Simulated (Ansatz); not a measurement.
Ansatz (a program for electronic structure) input (PBE0/STO-3G):

Ansatz 0.2 input:
```yaml
crystal:
  periodic: [false, false, false]
  atoms:
    - {symbol: Y, position_ang: [-0.05165255, 0.09391166, 0.22549220]}
    - {symbol: F, position_ang: [-1.59608398, -1.15803817, -0.28261149]}
    - {symbol: F, position_ang: [0.09623841, 1.67458215, -1.07467136]}
    - {symbol: F, position_ang: [1.72367328, -0.92349452, 0.38014998]}
basis:
  gaussian:
    orbitals: STO-3G
hamiltonian:
  xc: {name: PBE0}
total_charge: -1
magnetization: {spin_polarized: true, initial_magnetization: 1}
```

End of the output:

```
integrals: 0.01 GiB planned
539 factors; integrals over basis functions are off by at most 9.8e-5 eV
mean field: 0.27 GiB planned
mean field evaluation 1: about -97789.9301 eV, gradient 2.7e1 eV
mean field evaluation 2: about -97788.3709 eV, gradient 2.7e1 eV
mean field evaluation 4: about -97794.8125 eV, gradient 2.4e-1 eV
mean field evaluation 8: about -97794.7962 eV, gradient 2.0e-2 eV
mean field -97794.79618346 eV, -3593.8924720484 hartree, gradient 4.4e-5 eV, S^2 0.753514; 0 other end points of the search recorded, 0 dependent functions left out
reference -97794.79620926 eV, -3593.8924729966 hartree; 34, 33 occupied and 8, 9 virtual orbitals, 539 factors
Total energy: -97794.79620926 eV, -3593.8924729966 hartree
```

The spin state was set by rule; other spins were not relaxed.
